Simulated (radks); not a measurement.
Question: These are the eigenvalues of the occupied orbitals of an atom or ion with whole-number occupations (eV). Method: non-relativistic Kohn-Sham, PBE, spin-unpolarised, spherical densities, point nucleus; computed with a radial shooting solver on a logarithmic mesh with Libxc functionals.

| orbital | eigenvalue |
|---|---|
| 1s | -30415.75 |
| 2s | -4568.204 |
| 2p | -4287.852 |
| 3s | -922.2651 |
| 3p | -805.1281 |
| 3d | -587.5920 |
| 4s | -171.3757 |
| 4p | -131.0526 |
| 4d | -62.9037 |
| 5s | -31.2563 |
| 5p | -22.2435 |

Which element is it, and in what charge state? The configuration may be excited.

Answer: Z = 52, tellurium, charge +2: Te2+ in [Kr] 4d10 5s2 5p2. The list shows which subshells hold electrons but not how many an open one holds; the 1s level, -1117.8 hartree, gives Z - s = 47.3 by -(Z - s)^2/2, which with screening narrows Z to a few neighbours, and the depths of the outer levels then fix element, charge and occupations together.
